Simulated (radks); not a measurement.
Values are calculated unless marked as measured or tabulated.
Species: Cl II. Configuration: [Ne] 3s2 3p4 (the NIST ground configuration).

Code: a radial shooting solver on a logarithmic mesh with Libxc functionals. Model: non-relativistic Kohn-Sham, SCAN, spin-polarised, spherical densities, point nucleus; open shells are filled with parallel spins first; meta-GGA in the generalised Kohn-Sham scheme.

Energy parts (eV):
part                      energy
total                 -12509.196
kinetic                12495.064
electron-nucleus      -29569.371
Hartree                 5323.869
exchange-correlation    -758.758

Orbitals (lengths in bohr, moments of r in powers of bohr; r(max) is where P^2 peaks):
orbital,occ.,eigenvalue (eV),r(max),<1/r>,<r>,<r^4>
1s up,1,-2768.154,0.05993,16.55,0.09145,0.0003261
1s down,1,-2767.632,0.05993,16.55,0.09143,0.0003259
2s up,1,-269.1458,0.3628,3.303,0.4444,0.09934
2s down,1,-268.8610,0.3631,3.300,0.4444,0.09876
2p up,3,-207.7933,0.3024,3.204,0.4065,0.09070
2p down,3,-207.2142,0.3029,3.202,0.4066,0.09000
3s up,1,-34.1313,1.273,0.9177,1.495,10.80
3s down,1,-31.1520,1.277,0.9077,1.513,11.58
3p up,3,-20.8961,1.388,0.7996,1.686,19.37
3p down,1,-18.1179,1.397,0.7835,1.729,22.44

The highest occupied level is 3p down at -18.118 eV. Spin moment in Bohr magnetons: 2. Summed over all electrons, <r^2> = 20.49 bohr^2, which gives a Langevin (diamagnetic) susceptibility term of -16.2 x 10^-6 cm^3/mol. For comparison, the ionisation energy in NIST's Atomic Spectra Database is 23.814 eV (measured). In exact Kohn-Sham theory the highest level is minus the ionisation energy, but local and semilocal functionals leave it too shallow, through self-interaction and a potential that decays too fast; potentials with the right tail come closer. The spin density at the nucleus is 0.2325 e/bohr^3 (1s -0.3487, 2s 0.3217, 3s 0.2595), a Fermi contact field of 12.2 T. The density falls to 0.001 e/bohr^3 at r = 3.55 bohr.
